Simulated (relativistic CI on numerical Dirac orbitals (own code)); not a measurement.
## Forbidden transitions in Tb VIII

Computed by Dirac-Coulomb-Breit CI, orbitals from a KLI potential per configuration, QED by a radiative potential, unscaled Slater integrals (own radial code, finite nucleus).

Configuration list (outside the closed core [Kr] 4d10 5s2): 4f7 5p3. The list is cut by size and lacks configurations that can hold low levels.

```
λ vac (nm)              Lower              Upper  Type   A (s⁻¹)  log gf
    136.94  4f7 5p3 11S_5 [1]  4f7 5p3 7D_4 [25]    M1  4.02e+01   -6.99
    149.99  4f7 5p3 11S_5 [1]  4f7 5p3 9D_4 [23]    E2  9.63e+00   -7.53
    149.99  4f7 5p3 11S_5 [1]  4f7 5p3 9D_4 [23]    M1  2.75e+02   -6.08
    154.68  4f7 5p3 11S_5 [1]  4f7 5p3 9D_5 [21]    M1  3.93e+02   -5.81
    165.22  4f7 5p3 11S_5 [1]  4f7 5p3 9D_4 [19]    E2  7.16e+00   -7.58
    165.22  4f7 5p3 11S_5 [1]  4f7 5p3 9D_4 [19]    M1  1.32e+01   -7.31
    166.64  4f7 5p3 11S_5 [1]  4f7 5p3 9D_6 [18]    E2  5.12e+00   -7.56
    166.64  4f7 5p3 11S_5 [1]  4f7 5p3 9D_6 [18]    M1  3.70e+01   -6.70
    169.57  4f7 5p3 11S_5 [1]  4f7 5p3 9D_5 [17]    E2  1.11e+01   -7.28
    169.57  4f7 5p3 11S_5 [1]  4f7 5p3 9D_5 [17]    M1  1.10e+02   -6.28
    173.74  4f7 5p3 11S_5 [1]  4f7 5p3 9I_6 [12]    M1  3.95e-03  -10.63
    173.95  4f7 5p3 11S_5 [1]  4f7 5p3 9I_5 [10]    M1  1.29e-02  -10.19
    174.00  4f7 5p3 11S_5 [1]   4f7 5p3 9I_4 [9]    M1  3.13e-02   -9.89
    180.84  4f7 5p3 11S_5 [1]   4f7 5p3 9P_3 [7]    E2  8.14e-01   -8.55
    188.90  4f7 5p3 11S_5 [1]   4f7 5p3 9P_4 [6]    M1  1.87e+02   -6.05
    197.29  4f7 5p3 11S_5 [1]   4f7 5p3 9P_5 [5]    M1  5.19e+02   -5.48
    250.03   4f7 5p3 9S_4 [2]  4f7 5p3 7P_3 [24]    M1  2.49e+02   -5.79
    264.08   4f7 5p3 9S_4 [2]  4f7 5p3 9D_4 [23]    M1  7.33e+01   -6.16
    264.88  4f7 5p3 11S_5 [1]   4f7 5p3 9D_3 [3]    E2  5.23e-01   -8.41
    274.76   4f7 5p3 9S_4 [2]  4f7 5p3 9D_2 [22]    E2  2.91e-01   -8.78
    278.99   4f7 5p3 9S_4 [2]  4f7 5p3 9D_5 [21]    M1  8.51e+01   -5.96
    283.52   4f7 5p3 9D_3 [3]  4f7 5p3 7D_4 [25]    M1  2.17e+01   -6.63
    315.25   4f7 5p3 9S_4 [2]  4f7 5p3 9D_4 [19]    M1  2.19e+01   -6.53
    322.08   4f7 5p3 9D_3 [3]  4f7 5p3 7P_3 [24]    M1  3.28e+01   -6.45
    331.49   4f7 5p3 9S_4 [2]  4f7 5p3 9D_5 [17]    M1  1.83e+02   -5.48
    345.79   4f7 5p3 9D_3 [3]  4f7 5p3 9D_4 [23]    M1  1.02e+02   -5.78
    347.17  4f7 5p3 11S_5 [1]   4f7 5p3 9S_4 [2]    M1  5.71e+01   -6.03
    364.33   4f7 5p3 9D_3 [3]  4f7 5p3 9D_2 [22]    M1  2.87e+00   -7.54
    377.45   4f7 5p3 9S_4 [2]   4f7 5p3 9P_3 [7]    M1  2.99e+01   -6.35
    379.16   4f7 5p3 9D_2 [4]  4f7 5p3 7P_3 [24]    M1  8.44e+01   -5.89
    439.10   4f7 5p3 9D_2 [4]  4f7 5p3 9D_2 [22]    M1  8.52e-01   -7.91
    439.11   4f7 5p3 9D_3 [3]  4f7 5p3 9D_4 [19]    M1  1.34e+02   -5.46
    456.98   4f7 5p3 9S_4 [2]   4f7 5p3 9P_5 [5]    M1  4.43e+01   -5.82
    471.24   4f7 5p3 9D_2 [4]  4f7 5p3 9D_3 [20]    M1  4.17e+01   -6.01
    505.56   4f7 5p3 9D_3 [3]  4f7 5p3 9I_3 [11]    M1  9.00e-03   -9.62
    569.94   4f7 5p3 9D_3 [3]   4f7 5p3 9P_3 [7]    M1  8.62e-01   -7.53
    630.47   4f7 5p3 9P_4 [6]  4f7 5p3 7P_3 [24]    M1  2.63e+01   -5.96
    658.46   4f7 5p3 9D_3 [3]   4f7 5p3 9P_4 [6]    M1  2.64e+01   -5.81
    776.91   4f7 5p3 9D_2 [4]   4f7 5p3 9P_3 [7]    M1  6.09e+00   -6.41
    933.87   4f7 5p3 9P_4 [6]  4f7 5p3 9D_3 [20]    M1  8.83e+00   -6.09
    1009.9   4f7 5p3 9P_3 [7]  4f7 5p3 9D_2 [22]    M1  3.06e+00   -6.63
    1072.7   4f7 5p3 9P_5 [5]  4f7 5p3 9D_6 [18]    M1  5.97e+00   -5.87
    1117.6   4f7 5p3 9S_4 [2]   4f7 5p3 9D_3 [3]    M1  1.18e+01   -5.81
    2139.4   4f7 5p3 9D_3 [3]   4f7 5p3 9D_2 [4]    M1  3.67e+00   -5.90
    6439.7  4f7 5p3 9D_3 [20]  4f7 5p3 9D_2 [22]    M1  2.20e-01   -6.16
```

Terms are leading LS components. Brackets give the number of a level in order of energy, since labels repeat. The list gives strong lines, with weight on those to low levels, among the lowest 200 of 6308 levels, so that lines to higher ones, which can be the strongest, are missing. Levels whose partners in the same complex of configurations lie outside the list can be far off, and so can their lines. Rates are taken at the computed energies, electric ones in the length gauge.

At this charge configurations can still be misplaced by up to about 7 % of their energy. Terms inside the open d or f shell come out 10 to 20 % too wide with unscaled integrals. Levels and lines within the n = 5 or 6 shells can be off by up to 10 % or somewhat more, and those that change n by about 2 %, since core polarisation is missing.

LS names give the leading component of a level, which can be under half, so a name can repeat, a term be missing and a line seem to break the LS rules.
